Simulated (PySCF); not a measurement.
Start geometry of `O=[C]([O-])[GeH2][SH]` from GFN2-xTB (Å):
```
atom  x, y, z in Å
O1     2.5466    0.3864    0.2734
C2     1.5269    0.9215    0.5534
O3     1.0027    1.9391    0.8614
Ge4   -0.1659   -0.7375    0.4084
S5    -2.2665   -0.0260   -0.2252
H6    -0.0319   -1.9215   -0.6738
H7    -0.6730   -1.8025    1.5221
H8    -1.9299    1.2498   -0.1223
```

Problem. What comes out of this run: PySCF, PBE0-D3(BJ)/def2-SVP geometry optimisation, gas phase?

Solution. 
```
atom  x, y, z in Å
O1     2.3691    0.4194    0.7280
C2     1.2082    0.7585    0.5124
O3     0.6434    1.8510    0.3845
Ge4   -0.1145   -0.8279    0.3070
S5    -2.0889    0.2178   -0.0132
H6     0.1269   -1.8035   -0.8911
H7    -0.2634   -1.8024    1.5205
H8    -1.3051    1.3406    0.0909
```

The energy falls by 8.2 kcal/mol over 14 energy and gradient evaluations, the largest force component goes from 0.0273 to 2.4e-04 Eh/bohr, and the atoms move by 0.438 Å rms after alignment. The bond that changes most is C2–Ge4 (ends: carbon bonded to Ge and 2 O; germanium bonded to C, S and 2 H), which shortens by 0.299 Å. Bonds longer at the end by more than 0.005 Å: 3 of 7; shorter: 4. Among the angles that change most is C2–Ge4–S5, from 116.8° to 102.6°. Among the dihedrals that turn most is O1–C2–Ge4–S5, from -149° to 179°. Rotational constants go from 4721, 1406, 1133 to 4269, 1848, 1310 MHz. The orientation of the end geometry is arbitrary; only internal coordinates are fixed.

The run used 107 basis functions and 106 SCF cycles in all.

PBE0-D3(BJ)/def2-SVP frequencies: not computed here.

One conformer stands for the species.
